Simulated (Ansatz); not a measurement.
`C#C[SiH]OC` radical, relaxed with UKS PBE0-D4/def2-TZVP in Ansatz from a PBE-D4/def2-SVP geometry. The force threshold is 0.005 eV/Å; the program also tests the step.

The species carries charge 0 and has multiplicity 2.

Start:

```xyz
10

C    -1.221   -0.057   -2.317
C    -0.241    0.207   -1.616
Si    1.117    0.797   -0.539
O     1.101    0.007    0.947
C    -0.053   -0.232    1.731
H    -2.071   -0.305   -2.941
H     2.460    0.500   -1.142
H    -0.925   -0.551    1.114
H    -0.346    0.675    2.308
H     0.180   -1.040    2.455
```

**Question.** By how much does the energy fall, and how many steps does the optimiser take? (Best estimate.)

**Answer.** Ansatz gave: 2.01 kcal/mol, in 13 steps, 2 of them rejected.

**Question.** Which bonds change most? (Best estimate.)

**Answer.** Computed: Si3–O4 from 1.683 to 1.639 Å; C1–C2 from 1.234 to 1.210 Å; C5–H8 from 1.114 to 1.095 Å; C5–H9 from 1.114 to 1.095 Å.

**Question.** Give the relaxed structure. (Estimate.)

**Answer.** Computed: 
```xyz
10

C    -1.212   -0.026   -2.280
C    -0.251    0.213   -1.585
Si    1.113    0.765   -0.516
O     1.095   -0.007    0.929
C    -0.057   -0.242    1.709
H    -2.050   -0.248   -2.900
H     2.429    0.477   -1.135
H    -0.864   -0.672    1.109
H    -0.414    0.684    2.170
H     0.211   -0.945    2.499
```
